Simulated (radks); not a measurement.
Results of a calculation; reference values are marked as such.
Lu43+, configuration [Ar] 3d10.

Level of theory: Dirac Kohn-Sham, exchange-only PBE, spin-unpolarised, spherical densities, finite nucleus; Fermi nuclear charge, rms radius 5.37 fm (a radial shooting solver on a logarithmic mesh with Libxc functionals).

Energy parts (hartree):
part                   energy
total             -13340.4850
kinetic            14973.1667
electron-nucleus  -30696.4090
Hartree             2606.3742
exchange            -223.6169

Orbitals (lengths in bohr, moments of r in powers of bohr; <r^-3> diverges for s and p1/2; r(max) is where P^2 peaks; r(90%) holds 90 % of the orbital's charge):
orbital	occ.	eigenvalue (hartree)	<r^-3>	r(90%)	<1/r>	r(max)
1s1/2	2	-2398.098	-	0.0351	82.19	0.01213
2s1/2	2	-470.5273	-	0.126	19.93	0.06941
2p1/2	2	-453.0176	-	0.111	19.90	0.05184
2p3/2	4	-411.7248	14220	0.121	17.00	0.05834
3s1/2	2	-161.1827	-	0.305	7.460	0.1940
3p1/2	2	-153.5729	-	0.296	7.378	0.1817
3p3/2	4	-144.3503	3324	0.314	6.636	0.1946
3d3/2	4	-131.7223	574.1	0.284	6.518	0.1523
3d5/2	6	-129.6711	495.8	0.290	6.339	0.1559
4s1/2	0	-79.41641	-	0.582	3.672	0.4092
4p1/2	0	-76.19154	-	0.581	3.611	0.4042
4p3/2	0	-73.05841	1156	0.606	3.359	0.4239

The highest occupied level is 3d5/2 at -3528.5 eV. The density falls to 0.001 e/bohr^3 at r = 0.69 bohr.
